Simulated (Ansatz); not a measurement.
Mulliken charges of CH5AlOSiTe, SMILES `C1[SiH2][O][AlH][Te]1` from PBE/def2-TZVPP in Ansatz (PBE0-D4/def2-TZVP geometry).

```tsv
atom	x (Å)	y (Å)	z (Å)	charge (e)
C1	-1.113	0.731	0.328	-0.373
Si2	-0.141	-0.805	0.816	0.381
O3	0.951	-1.162	-0.356	-0.338
Al4	1.520	0.027	-1.439	0.360
Te5	0.062	2.025	-0.973	-0.073
H6	-2.026	0.496	-0.219	0.150
H7	-1.373	1.333	1.200	0.144
H8	-1.066	-1.956	0.991	-0.076
H9	0.563	-0.535	2.099	-0.086
H10	2.706	-0.206	-2.444	-0.089
```

Problem. By hand: the dipole of these point charges (1 e Å = 4.8032 D).

Solution. Σ q r = (-0.127, 0.155, -0.036) e Å, of length 0.204 e Å = 0.98 D.

Problem. How does the dipole of the full density compare? (Best estimate.)

Solution. The calculation gave: (-0.116, 0.076, -0.019) e Å, 0.67 D; the point charges give 1.46 times that, at 17° from its direction.

Point charges leave out the atoms' own dipoles, such as those of lone pairs, and Mulliken's split depends on the basis, so the two needn't agree.
